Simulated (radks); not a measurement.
Values are calculated unless marked as measured or tabulated.
Problem. The table gives one normalised radial function P(r) = r R(r) of Fe3+ in [Ar] 3d5 (r in bohr). Level of theory: non-relativistic Kohn-Sham, TPSS, spin-unpolarised, spherical densities, point nucleus; meta-GGA in the generalised Kohn-Sham scheme (a radial shooting solver on a logarithmic mesh with Libxc functionals).

r,P
0.005056,0.0125
0.005701,0.0158
0.006428,0.0199
0.007247,0.0251
0.008171,0.0315
0.009213,0.0395
0.01039,0.0494
0.01171,0.0618
0.0131,0.0759
0.01477,0.0945
0.01665,0.1173
0.01878,0.1451
0.02117,0.1790
0.02387,0.2199
0.02691,0.2690
0.03035,0.3276
0.03421,0.3968
0.03858,0.4778
0.04349,0.5715
0.04904,0.6786
0.05529,0.7991
0.06234,0.9324
0.07029,1.0768
0.07925,1.2296
0.08936,1.3865
0.1007,1.5419
0.1136,1.6885
0.1281,1.8175
0.1444,1.9191
0.1628,1.9838
0.1836,2.0025
0.207,1.9693
0.2334,1.8818
0.2631,1.7420
0.2967,1.5568
0.3345,1.3378
0.3771,1.1008
0.4252,0.8636
0.4794,0.6431
0.5406,0.4516
0.6046,0.3065
0.6817,0.1890
0.7686,0.1079
0.8667,0.0565
0.9771,0.0269
1.102,0.0115
1.242,0.0044
1.401,0.0014
1.579,0.0004
1.78,0.0001
2.007,0.0000
2.263,0.0000
2.552,0.0000
2.877,0.0000
3.244,0.0000
3.658,0.0000

Which n and l does it have? It may be an empty orbital.

Solution. n = 2, l = 1: the number of nodes gives n - l - 1 = 0, the rise at small r (about r^(l+1)) gives l, and the extent must fit the shell. The curve is that of 2p. 2p: eigenvalue -735.13 eV, 0 radial nodes, <r> = 0.237 bohr, 90 % of the charge inside 0.387 bohr.
